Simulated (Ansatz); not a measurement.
Reaction (SMILES): O[Si](Br)(Br)Br + 3 [SiH4] (SiH4) -> O[SiH3] + 3 [SiH3]Br
Structures are relaxed separately at B3LYP-D3(BJ)/def2-TZVP in Ansatz (a program for electronic structure), one conformer each, not searched for the lowest.

Property: bond separation energy (electronic energy difference), in kJ/mol. Correlated levels leave the core frozen unless marked. Spin-orbit coupling is left out. Frozen are the shells of the preceding noble gas and the d and f shells that filled before the atom's block. Non-relativistic. CBS(X,Y): correlation extrapolated as X^-3; Hartree-Fock from the larger set.

| level | program | bond separation energy (kJ/mol) |
|---|---|---|
| r2SCAN-D3(BJ)/def2-TZVPD | Ansatz + dftd3 | 28.1 |
| B3LYP/def2-TZVPD | Ansatz | 11.0 |
| PBE0-D3(BJ)/def2-TZVPD | Ansatz + dftd3 | 23.9 |
| BHLYP-D4/def2-TZVPD | Ansatz + dftd4 | 22.1 |
| r2SCAN0-D4/def2-TZVPD | Ansatz + dftd4 | 23.9 |
| B2PLYP-D4/def2-TZVPD | Ansatz + dftd4 | 24.2 |
| MP2/def2-QZVPPD | Ansatz | 24.3 |
| SCS-MP2/6-31G* | Ansatz | 23.2 |
| CCSD/CBS(def2-TZVPPD,def2-QZVPPD) | Ansatz | 13.2 |
| CCSD(T)/CBS(def2-TZVPPD,def2-QZVPPD) | Ansatz | 19.2 |
